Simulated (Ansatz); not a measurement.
`C[CH](C)[Mg][F]` + H–F → `[F][Mg][F]` + `CCC` at 298.15 K and 1 bar (ligand exchange at a Mg–C bond).

Computed with Ansatz on PBE0-D4/def2-TZVP structures; ΔE is electronic, products minus reactants. CBS: MP2 limit from def2 TZ/QZ plus the TZ coupled-cluster correction, frozen cores. This one scheme is used for every species. For Mg outer-core shells are correlated without core-valence functions, which leaves a few kJ/mol of doubt a bond. One conformer a species, not always the lowest.

```
          species  CCSD(T)/CBS energy (Eh)  H − E (kJ/mol)  S (J/(mol·K))
`C[CH](C)[Mg][F]`               -418.11940           268.7          353.4
              H–F               -100.39570            33.5          173.6
     `[F][Mg][F]`               -399.61583            23.1          247.4
            `CCC`               -118.98051           285.9          268.4
```

H − E and S are ideal-gas, rigid-rotor, harmonic terms from PBE0-D4/def2-TZVP, for one conformer and one mirror image of each species. 1 Eh = 2625.50 kJ/mol, R = 8.31446 J/(mol·K).

Task: By hand: ΔE, ΔH, ΔS and ΔG.

Result: ΔE = (-399.61583) + (-118.98051) − (-418.11940) − (-100.39570) = -0.08124 Eh = -213.3 kJ/mol. Δ(H − E) = 23.1 + 285.9 − 268.7 − 33.5 = 6.8, so ΔH = -206.5 kJ/mol. ΔS = 247.4 + 268.4 − 353.4 − 173.6 = -11.2 J/(mol·K). ΔG = -206.5 − 298.15 × (-11.2)/1000 = -203.2 kJ/mol.

Task: By hand: the equilibrium constant, and the temperature at which ΔG would vanish if ΔH and ΔS stayed fixed.

Result: log₁₀ K = −ΔG/(RT ln 10) = 35.6. ΔG = 0 at ΔH/ΔS = 18438 K, far beyond where these terms or the molecules hold.

The number of gas molecules stays the same, so ΔS is small and ΔH decides. A doubt of 5 kJ/mol in ΔE shifts log₁₀ K by 0.9 here. Other conformers and mirror images would add mixing entropy, several J/(mol·K) or more a flexible species. These are equilibria of isolated gas molecules and say nothing of rates. Largest T1 diagnostic: 0.012 (customary marks: 0.02 for closed shells, 0.045 for open ones).
